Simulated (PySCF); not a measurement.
# From orbital energies to excitation energies

Species: C3H7F2NOSi.
Numbering: `[O:1]=[C:2]([CH2:3][CH:4]([F:5])[F:6])[NH:7][SiH3:8]` (hydrogens: H9, H10 on C3; H11 on C4; H12 on N7; H13, H14, H15 on Si8)

Method used: PySCF, TDDFT PBE0/def2-SVPD, vertical, gas phase, core orbitals frozen in the response. The structure is a single GFN2-xTB conformer in the gas phase; no vibrational or solvent corrections. Torsions of this conformer, `[O:1]=[C:2]([CH2:3][CH:4]([F:5])[F:6])[NH:7][SiH3:8]`: O1–C2–C3–C4 -28°, C2–C3–C4–F5 -84°, O1–C2–N7–Si8 0°.

Orbital energies (eV): HOMO-3 -10.10, HOMO-2 -9.80, HOMO-1 -8.40, HOMO -8.18, LUMO -0.18, LUMO+1 -0.03, LUMO+2 0.68.

Computed singlets:

```csv
state,E (eV),f
S1,5.82,0.0002
S2,6.97,0.0033
S3,7.02,0.0005
S4,7.31,0.182
S5,7.91,0.0015
S6,7.94,0.044
```

Problem. Assign a leading configuration to S1, S2, S3, S5 and S6 and set E beside the orbital difference Δε.

Solution. 

```csv
state,leading configuration,weight,Δε (eV),E (eV),E − Δε (eV),f,other configurations
S1,HOMO→LUMO,0.96,8.00,5.82,-2.18,0.0002,–
S2,HOMO→LUMO+1,0.63,8.15,6.97,-1.19,0.0033,H-1→L (33%)
S3,HOMO-1→LUMO+1,0.97,8.37,7.02,-1.35,0.0005,–
S5,HOMO-1→LUMO+2,0.77,9.08,7.91,-1.17,0.0015,H-1→L+3 (16%)
S6,HOMO→LUMO+2,0.80,8.86,7.94,-0.92,0.044,H→L+3 (10%)
```

E − Δε runs from -2.18 to -0.92 eV. By orbital difference alone the order would be S1, S2, S3, S6, S5.

H and L stand for HOMO and LUMO. The other states: S4 7.31 eV, f 0.182, H-1→L (56%), H→L+1 (32%).

Problem. Pair triplets and singlets of the same leading configuration (75% or more in both) and give the splittings.

Solution. 

```tsv
configuration	triplet	E(T) (eV)	singlet	E(S) (eV)	E(S) − E(T) (eV)
HOMO→LUMO	T1	5.34	S1	5.82	+0.48
```

The 2 triplets are Tamm–Dancoff values, the singlets full response.

Summed over the main configurations (up to three a state, each over 8%) of all 6 singlets, the electron leaves HOMO with weight 2.81 and HOMO-1 with weight 2.79.
